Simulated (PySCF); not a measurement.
## Magnetic susceptibility: `S=C1C[BH2-]N1`, [C2H5BNS]-, charge -1

Geometry:
```tsv
atom	x (Å)	y (Å)	z (Å)
S1	2.674	0.212	0.039
C2	1.011	0.133	0.034
C3	0.051	-0.945	-0.365
B4	-1.103	0.153	0.072
N5	0.147	1.046	0.397
H6	0.160	-1.221	-1.417
H7	0.183	-1.850	0.232
H8	-1.769	0.617	-0.818
H9	-1.743	-0.103	1.060
H10	0.400	1.963	0.745
```

Total charge -1.

Method: PySCF, GIAO PBE/aug-pcSseg-1 magnetisability, rotational g tensor and spin-rotation constants, non-relativistic, gas phase. Geometry: GFN2-xTB.

For an ion the centre-of-mass motion in the field is neglected.

**Question.** What are the magnetisability and the molar susceptibility?

**Answer.** Isotropic -917 × 10⁻³⁰ J/T², or -55.2 × 10⁻⁶ cm³/mol; principal values -1018, -928, -806 × 10⁻³⁰ J/T², anisotropy 184 × 10⁻³⁰ J/T² (root of half the summed squared differences of the principal values). The susceptibility is in cgs units.

**Question.** Split it along the inertial axes a, b, c into diamagnetic and paramagnetic parts about the centre of mass, with the quadrupole moment.

**Answer.** 
| axis | χ (10⁻⁶ cm³/mol) | diamagnetic (10⁻⁶ cm³/mol) | paramagnetic (10⁻⁶ cm³/mol) | summed x² of all electrons (Å²) | quadrupole Θ (D Å) |
| --- | --- | --- | --- | --- | --- |
| a | -60.5 | -199.6 | 139.1 | 109.0 | -24.95 |
| b | -49.3 | -518.6 | 469.2 | 33.9 | +14.63 |
| c | -55.9 | -606.3 | 550.5 | 13.2 | +10.31 |

Anisotropies 2χaa − χbb − χcc = -15.8 and 2χbb − χaa − χcc = +17.7 × 10⁻⁶ cm³/mol. Θ is traceless in Buckingham's convention.

**Question.** And the rotational g tensor?

**Answer.** 
```tsv
axis	rotational constant (GHz)	g	nuclear part	electronic part
a	11.6905	-0.1012	0.6629	-0.7641
b	2.8031	-0.0697	0.5482	-0.6179
c	2.3364	-0.0481	0.5561	-0.6042
```
Asymmetric top; isotopes 11B, 12C, 1H, 14N, 32S; no vibrational averaging.
